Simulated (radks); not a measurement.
Question: Neutral arsenic, 33 electrons, occupied as [Ar] 3d10 4s2 4p3. Method: Dirac Kohn-Sham, HCTH/407, spin-unpolarised, spherical densities, finite nucleus; open shells are shared between the two j in proportion to 2j + 1; Fermi nuclear charge, rms radius 4.0968 fm; computed with a radial shooting solver on a logarithmic mesh with Libxc functionals. Some entries of the table are withheld. Estimate them.

orbital  occ.  eigenvalue (hartree)  r(max) (bohr)
1s1/2       2             -430.3538        0.02975
2s1/2       2             -54.70129         0.1702
2p1/2       2             -48.92345         0.1342
2p3/2       4             -47.57917         0.1372
3s1/2       2              -7.03772         0.5217
3p1/2       2                   (1)         0.5150
3p3/2       4                   (2)         0.5235
3d3/2       4              -1.55599            (3)
3d5/2       6              -1.52887            (4)
4s1/2       2              -0.53865          1.615
4p1/2       1              -0.20248          1.950
4p3/2       2              -0.19240          1.988

Answer: 
(1) 3p1/2 eigenvalue (hartree): -5.08679
(2) 3p3/2 eigenvalue (hartree): -4.90160
(3) 3d3/2 r(max) (bohr): 0.4741
(4) 3d5/2 r(max) (bohr): 0.4769
